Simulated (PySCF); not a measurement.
## B²⁺: excitation energy

B²⁺ [He] 2s1 (2S) → B²⁺ [He] 3d1 (2D), as a difference of total energies. Calculation: PySCF 2.14, in aug-cc-pV5Z; no relativity, point nucleus. The calculations carry no spin-orbit coupling.

| method | excitation energy (eV) |
| --- | --- |
| UHF | 24.218 |
| LDA | 23.756 |
| PBE | 23.647 |
| PBE0 | 23.822 |
| r2SCAN | 23.636 |
| MN15 | 23.875 |
| wB97X-V | 23.992 |
| HSE06 | 23.806 |

The promoted electron is Rydberg-like, and one or two diffuse shells describe it only roughly, which tends to raise the upper state.
